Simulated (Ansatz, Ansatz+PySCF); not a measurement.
```xyz
26

C     0.0000    1.4100    0.0000
C     1.2211    0.7050    0.0000
C     1.2211   -0.7050    0.0000
C     0.0000   -1.4100    0.0000
C    -1.2211   -0.7050    0.0000
C    -1.2211    0.7050    0.0000
C     2.4422    1.4100    0.0000
C     3.6633    0.7050    0.0000
C     3.6633   -0.7050    0.0000
C     2.4422   -1.4100    0.0000
C     1.2211    3.5250    0.0000
C     2.4422    2.8200    0.0000
C     0.0000    2.8200    0.0000
C     2.4422   -2.8200    0.0000
C     1.2211   -3.5250    0.0000
C     0.0000   -2.8200    0.0000
H    -2.1607   -1.2475    0.0000
H    -2.1607    1.2475    0.0000
H     4.6029    1.2475    0.0000
H     4.6029   -1.2475    0.0000
H     1.2211    4.6100    0.0000
H     3.3818    3.3625    0.0000
H    -0.9396    3.3625    0.0000
H     3.3818   -3.3625    0.0000
H     1.2211   -4.6100    0.0000
H    -0.9396   -3.3625    0.0000
```

Basis set: def2-SVP (spherical functions). Charge 0, multiplicity 1.

Computed with Ansatz (development build ahead of 0.2.0); each method stands on the lowest determinant of its kind that the runs found. Restricted functionals stand beside restricted open-shell atoms, which can lie above the unrestricted atoms usual in DFT and then raise those values.

(1) Give the atomization energy at this shape (free ground-state atoms in the same class of orbitals less the molecule, no zero-point energy) of singlet C₁₆H₁₀ by ωB97X (restricted), PBE0 (restricted).

Results:

(1)

```json
{"method": "ωB97X (restricted)", "atomization energy": "145.92 eV"}
{"method": "PBE0 (restricted)", "atomization energy": "148.58 eV"}
```

Caution: the shape is not the minimum.
